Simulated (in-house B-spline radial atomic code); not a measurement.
Rb⁸⁺. Computed with a B-spline radial atomic code. Model: all-electron spherical atom, spin shells full or empty, radial basis limit, no spin-orbit coupling, Breit or QED, empty-state partial waves extrapolated as (l+1/2)^-4, RPA, G0W0 and static COHSEX of the highest shell as one setting changes (uncorrelated shells keep exact exchange).

In a row where one electron alone is correlated, RPA and GW hold only self-correlation.

Given: element Rb; charge 8; filled core Ar; hamiltonian one-electron scalar X2C; mean-field start Hartree-Fock; highest l of empty states 9; nuclear rms radius 4.2036 fm; highest mean-field shell 4s up.

Shell: 3d 5 5, 4s 1 0 (electrons up and down).

```json
{"lowest nl shells left uncorrelated": "0", "RPA correlation energy (hartree)": "-2.0738", "G0W0 level (eV)": "-151.38", "G0W0 minus most complete (meV)": "0", "COHSEX level (eV)": "-152.78"}
{"lowest nl shells left uncorrelated": "1", "RPA correlation energy (hartree)": "-1.919", "G0W0 level (eV)": "-151.38", "G0W0 minus most complete (meV)": "0.8", "COHSEX level (eV)": "-152.77"}
{"lowest nl shells left uncorrelated": "2", "RPA correlation energy (hartree)": "-1.7419", "G0W0 level (eV)": "-151.39", "G0W0 minus most complete (meV)": "-11.1", "COHSEX level (eV)": "-152.8"}
{"lowest nl shells left uncorrelated": "3", "RPA correlation energy (hartree)": "?", "G0W0 level (eV)": "?", "G0W0 minus most complete (meV)": "?", "COHSEX level (eV)": "?"}
{"lowest nl shells left uncorrelated": "4", "RPA correlation energy (hartree)": "?", "G0W0 level (eV)": "?", "G0W0 minus most complete (meV)": "?", "COHSEX level (eV)": "?"}
{"lowest nl shells left uncorrelated": "5", "RPA correlation energy (hartree)": "-0.60404", "G0W0 level (eV)": "-151.39", "G0W0 minus most complete (meV)": "-6.7", "COHSEX level (eV)": "-152.8"}
{"lowest nl shells left uncorrelated": "6", "RPA correlation energy (hartree)": "-0.018657", "G0W0 level (eV)": "-150.49", "G0W0 minus most complete (meV)": "888.2", "COHSEX level (eV)": "-151.47"}
```

Task: What follows for lowest nl shells left uncorrelated = 3?

Result: RPA correlation energy -1.2479 hartree; G0W0 level -151.37 eV; G0W0 minus most complete 13.7 meV; COHSEX level -152.75 eV.

Task: What follows for lowest nl shells left uncorrelated = 4?

Result: RPA correlation energy -1.0788 hartree; G0W0 level -151.49 eV; G0W0 minus most complete -109 meV; COHSEX level -152.97 eV.
